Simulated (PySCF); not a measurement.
Compound: C4H3F6NOSi.
Structure used (PBE0-D3(BJ)/def2-SVP), in Å, numbered top down from 1:
```xyz
16
C4H3F6NOSi angstrom
N     -1.081   -2.319   -2.650
C     -0.905   -1.514   -1.840
C     -0.659   -0.490   -0.817
O      0.009   -1.053    0.258
Si     0.992   -0.341    1.409
C      1.975    1.062    0.516
F      2.663    0.583   -0.531
F      2.841    1.667    1.333
F      1.145    2.007    0.033
C     -1.982    0.141   -0.356
F     -2.796   -0.755    0.177
F     -1.715    1.067    0.568
F     -2.592    0.727   -1.377
H     -0.088    0.328   -1.295
H      0.228    0.267    2.526
H      1.943   -1.381    1.861
```

The closed-shell ground state was solved at several levels (PySCF, density fitting, gas phase, non-relativistic).

| level | basis functions | HOMO (eV) | LUMO (eV) | gap (eV) | dipole (D) |
| --- | --- | --- | --- | --- | --- |
| wB97X-D/def2-SVPD | 309 | -11.61 | 0.72 | 12.33 | 3.25 |
| wB97X-D/pcSseg-2 | 517 | -11.56 | 0.69 | 12.25 | 3.24 |

(1) What might PBE0/pcSseg-1 (243 basis functions) give for the same quantities?

(2) Over all these levels, which gives the widest orbital gap and which the narrowest?

(3) How far do the dipole and the HOMO energy spread over the levels?

Results:

(1) HOMO -9.64 eV, LUMO -1.00 eV, gap 8.64 eV, dipole 3.22 D.

(2) wB97X-D/def2-SVPD (range-separated hybrid) has the widest, 12.33 eV, and PBE0/pcSseg-1 (global hybrid, 25 % exact exchange) the narrowest, 8.64 eV. Functional and basis both differ between the two, so the spread mixes both effects.

(3) The dipole runs from 3.22 to 3.25 D (mean 3.24 D) and the HOMO from -11.61 to -9.64 eV.

One conformer stands for the species.
